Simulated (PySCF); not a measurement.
Molecule: MoBr5 (charge +1, singlet). The spin state was set by rule; other spins were not relaxed. SMILES of the parent species: [Br][Mo]([Br])([Br])([Br])[Br]
Structure (B3LYP-D3(BJ)/def2-TZVP (Ansatz) minimum search):
```xyz
6

Mo     0.0000     0.0000     0.0000
Br     1.9813    -0.3544    -1.2513
Br     1.0768    -0.9208     1.9658
Br    -1.0768     0.9208    -1.9658
Br    -1.6514    -1.6964     0.1101
Br    -0.3299     2.0508     1.1412
```
Charge +1, spin multiplicity 1.

Dispersion corrections to the total energy (kcal/mol) from the dftd3 and dftd4 libraries through PySCF: D3(BJ) without and D4 with the three-body term, each with the damping fitted for the functional named.

```
functional  D3(BJ)      D4
----------  ------  ------
HSE06       -10.30   -8.75
BHLYP       -21.46     ___
B2PLYP      -12.88     ___
LC-wPBE     -13.11  -11.97
B3LYP       -22.16  -17.23
PW6B95       -9.78   -5.82
PBE            ___  -10.30
```

**Question.** What belongs in the gaps?

**Answer.** 
- BHLYP, D4: -17.70
- B2PLYP, D4: -7.20
- PBE, D3(BJ): -10.27
